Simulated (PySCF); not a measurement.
A GIAO shielding run with PySCF 2.14.0 with density-fitted response routines (density fitting, non-relativistic, gas phase) on SMILES CO[B-](OC)(OC)OC, [C4H12BO4]-:

```
{"job": {"kind": "nmr", "xc": "PBE0", "basis": "pcSseg-1"}, "charge": -1, "multiplicity": 1}
C     -0.762787    -1.941658    -1.217616
O     -0.711647    -0.570207    -1.158073
B     -0.006318    -0.002328    -0.005445
O     -0.089095     1.459485    -0.091407
C     -1.354451     1.991161    -0.146281
O     -0.632524    -0.518227     1.215641
C     -0.070881    -0.106075     2.399611
O      1.410036    -0.381432     0.011779
C      2.165413     0.061724    -1.046660
H     -1.300360    -2.264170    -2.133580
H     -1.285294    -2.392386    -0.347218
H      0.246404    -2.410533    -1.247630
H     -1.301084     3.098639    -0.199714
H     -1.969733     1.736240     0.745899
H     -1.931808     1.641305    -1.028189
H      0.994267    -0.405018     2.498932
H     -0.092928     0.999723     2.527224
H     -0.622344    -0.544432     3.257355
H      1.796514    -0.312993    -2.028004
H      2.185539     1.169164    -1.128546
H      3.214435    -0.284637    -0.938680
```

Hardware: 1 thread of an x86-64 server CPU, shared host. The job also computes population analyses, field gradients.

(1) How large is the calculation?

(2) How long does it take?

(3) And these other runs on the same molecule and hardware: GIAO shielding at KT2/pcSseg-1?

Answers

(1) 74 electrons, 213 basis functions and 1100 auxiliary functions.

(2) 33 s of wall time, with 13 SCF cycles and 4 response iterations. Times on a shared host scatter by some tens of per cent.

(3) KT2/pcSseg-1: 213 functions, 47 s.
